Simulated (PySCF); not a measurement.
CH₄AlFOS, SMILES C[O][Al]([SH])[F].

Coordinates come from a PBE-D3(BJ)/def2-SVP optimisation. The structure was generated by enumeration; whether it is a known compound was not checked. One conformer was computed; it need not be the lowest.

Level of theory: PBE/def2-TZVP run with PySCF.

Gas-phase values at a fixed geometry.

```json
{
  "total_energy": "-855.94382 hartree",
  "point_group": "Cs",
  "highest_occupied_level": "-6.60 eV",
  "lowest_empty_level": "-1.65 eV",
  "orbital_gap": "4.95 eV",
  "dipole_moment": "0.81 D",
  "quadrupole, principal values (traceless, Buckingham form, about the centre of nuclear charge)": "-9.47, 1.81, 7.67 D·Å",
  "mean_static_polarisability": "60.7 bohr³ (8.99 Å³)",
  "polarisability_principal_values": "49.1, 55.1, 77.9 bohr³"
}
```
